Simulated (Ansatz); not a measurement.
A run on CH7NSSi, SMILES `NCS[SiH3]` with other settings.

```yaml
crystal:
  periodic: [false, false, false]
  atoms:
    - {symbol: N, position_ang: [-0.875209, 2.047809, 0.020241]}
    - {symbol: C, position_ang: [-0.230322, 0.846103, -0.435844]}
    - {symbol: S, position_ang: [0.908107, 0.277902, 0.883503]}
    - {symbol: Si, position_ang: [0.919040, -1.801797, 0.451004]}
    - {symbol: H, position_ang: [-1.347737, 2.518769, -0.740184]}
    - {symbol: H, position_ang: [-1.546934, 1.851156, 0.750470]}
    - {symbol: H, position_ang: [0.361538, 1.077554, -1.322638]}
    - {symbol: H, position_ang: [-0.906263, 0.014973, -0.680906]}
    - {symbol: H, position_ang: [-0.464277, -2.351279, 0.474090]}
    - {symbol: H, position_ang: [1.744696, -2.438574, 1.505802]}
    - {symbol: H, position_ang: [1.502961, -2.099515, -0.885039]}
basis:
  gaussian: {orbitals: cc-pVDZ}
total_charge: -1
magnetization: {spin_polarized: true, initial_magnetization: 1}
hamiltonian: {xc: {name: HF}}
output: {forces: true}
```

```sh
$ ansatz run in.yaml --threads 4 --pin off --events-out ev --progress --plain --max-ram 10444MiB
```

Output, abridged:

```
Functional definition: HF
941 factors; integrals over basis functions are off by at most 1.1e-3 eV
mean field evaluation 1: about -21296.9812 eV, gradient 1.7e1 eV
mean field evaluation 2: about -21297.1253 eV, gradient 1.7e1 eV
mean field evaluation 4: about -21299.2426 eV, gradient 2.5e0 eV
mean field evaluation 8: about -21299.3584 eV, gradient 3.5e-1 eV
mean field evaluation 16: about -21299.3743 eV, gradient 1.2e-4 eV
mean field -21299.37427498 eV, -782.7375673711 hartree, gradient 1.2e-5 eV, S^2 0.761877; 4 other end points of the search recorded, 0 dependent functions left out
reference -21299.37427498 eV, -782.7375673711 hartree; 26, 25 occupied and 73, 74 virtual orbitals, 941 factors
Total energy: -21299.37427498 eV, -782.7375673711 hartree
Atom 0 at    -0.875209     2.047809     0.020241 Å, force    -0.473144     0.943318     0.052973 eV/Å
Atom 1 at    -0.230322     0.846103    -0.435844 Å, force     0.426877    -0.233822     0.279788 eV/Å
Atom 2 at     0.908107     0.277902     0.883503 Å, force     0.375807     3.213175     1.272033 eV/Å
Atom 3 at     0.919040    -1.801797     0.451004 Å, force    -1.037495    -3.370841    -2.070008 eV/Å
Atom 4 at    -1.347737     2.518769    -0.740184 Å, force    -0.108717    -0.293061     0.165942 eV/Å
Atom 5 at    -1.546934     1.851156     0.750470 Å, force     0.182513    -0.032668    -0.283159 eV/Å
Atom 6 at     0.361538     1.077554    -1.322638 Å, force    -0.027729     0.010422    -0.057612 eV/Å
Atom 7 at    -0.906263     0.014973    -0.680906 Å, force     0.078210     0.020748    -0.035766 eV/Å
Atom 8 at    -0.464277    -2.351279     0.474090 Å, force    -0.057106    -0.418399     0.136330 eV/Å
Atom 9 at     1.744696    -2.438574     1.505802 Å, force     0.414560     0.556986     0.624218 eV/Å
Atom 10 at     1.502961    -2.099515    -0.885039 Å, force     0.226224    -0.395859    -0.084738 eV/Å
Dipole moment:    -0.614257     1.011662    -0.221634 e Å
```

Hardware: 4 threads of an Intel Xeon on a shared host. Wall time 4.3 s, peak host memory 0.43 GiB.
